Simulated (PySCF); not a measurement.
# How the method moves the HOMO and LUMO of `FB[SiH2]B(F)F`

B2F3H3Si.
Geometry (PBE0-D3(BJ)/def2-SVP, Å), atoms numbered from 1 in this order:
```
atom  x, y, z in Å
F1    -2.3377    1.1558   -0.5734
B2    -1.7042    0.0005   -0.4905
Si3   -0.0461   -0.1870    0.6818
B4     1.5548    0.2897   -0.4775
F5     2.1544    1.4633   -0.4302
F6     2.0191   -0.5727   -1.3615
H7    -2.1313   -0.9099   -1.1706
H8     0.0963   -1.6155    1.1064
H9    -0.0887    0.6998    1.8847
```

Basis pcSseg-2 throughout (PySCF), one geometry. One conformer (not necessarily the lowest) at the PBE0-D3(BJ)/def2-SVP geometry, without solvent, vibrations or thermal averaging.

**Question.** How do the orbital energies, the gap and the dipole change with the method?

**Answer.** 
| method | kind | HOMO (eV) | LUMO (eV) | gap (eV) | μ (D) | SCF cycles |
| --- | --- | --- | --- | --- | --- | --- |
| BLYP | GGA | -6.91 | -2.96 | 3.95 | 1.03 | 14 |
| OPBE | GGA | -6.96 | -2.95 | 4.00 | 0.94 | 15 |
| B97-D | GGA | -7.00 | -2.93 | 4.07 | 0.99 | 15 |
| PBE | GGA | -7.00 | -3.12 | 3.88 | 0.99 | 14 |
| BP86 | GGA | -7.10 | -3.16 | 3.93 | 0.98 | 14 |
| KT2 | GGA | -7.10 | -3.13 | 3.98 | 1.10 | 15 |
| LDA | LDA | -7.11 | -3.38 | 3.73 | 1.07 | 14 |
| KT3 | GGA | -7.14 | -3.05 | 4.09 | 1.07 | 15 |
| B97-2 | global hybrid | -8.06 | -2.18 | 5.88 | 1.14 | 13 |
| B3LYP | global hybrid | -8.12 | -2.40 | 5.72 | 1.17 | 12 |
| PBE0 | global hybrid | -8.31 | -2.20 | 6.11 | 1.16 | 12 |
| mPW1PW91 | global hybrid | -8.34 | -2.20 | 6.15 | 1.16 | 12 |
| BHandHLYP | global hybrid | -9.55 | -1.20 | 8.36 | 1.35 | 11 |
| CAM-B3LYP | range-separated hybrid | -9.68 | -1.08 | 8.61 | 1.24 | 13 |
| wB97X-D | range-separated hybrid | -10.15 | -0.31 | 9.84 | 1.16 | 14 |
| LC-wPBE | range-separated hybrid | -10.97 | 0.11 | 11.08 | 1.19 | 13 |
| HF | Hartree–Fock | -11.42 | 1.17 | 12.59 | 1.47 | 10 |

The HOMO spans 4.51 eV, from BLYP down to HF, and the gap runs from 3.73 eV (LDA) to 12.59 eV (HF). Over the methods BLYP (0 %), OPBE (0 %), B97-D (0 %), PBE (0 %), BP86 (0 %), KT2 (0 %), LDA (0 %), KT3 (0 %), B97-2 (21 %), B3LYP (20 %), PBE0 (25 %), mPW1PW91 (25 %), BHandHLYP (50 %), HF (100 %), a straight line through the gap against the share of exact exchange rises by 0.87 eV for each 10 % (correlation coefficient 0.999). The dipole ranges from 0.94 D (OPBE) to 1.47 D (HF). This basis has no diffuse functions.
